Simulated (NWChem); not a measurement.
System: SiH₃SO₂Cl; SMILES S[Si](O)(O)Cl

```xyz
8

O     -1.3097     0.0164    -1.3719
Si    -0.3740    -0.0037    -0.0047
O     -1.3864     0.0291     1.3136
S      0.8133    -1.7777     0.0214
Cl     0.8725     1.6728     0.0161
H     -1.8627     0.8124    -1.4745
H     -0.9451     0.1164     2.1770
H      1.7673    -1.2348    -0.7857
```
Atoms are numbered in this order, from 1.

Geometry: optimised at PBE-D3(BJ)/def2-SVP.

**Question.** List the 4 lowest vertical singlet excitations from LDA (Slater exchange, VWN5)/def2-SVP, full TDDFT (NWChem).

**Answer.** 
```csv
state,energy (eV),oscillator strength,leading excitation (squared amplitude)
S1,6.06,0.004,HOMO → LUMO (0.91)
S2,6.13,0.006,HOMO → LUMO+1 (0.90)
S3,7.04,0.001,HOMO−1 → LUMO (0.72)
S4,7.12,0.006,HOMO → LUMO+2 (0.84)
```
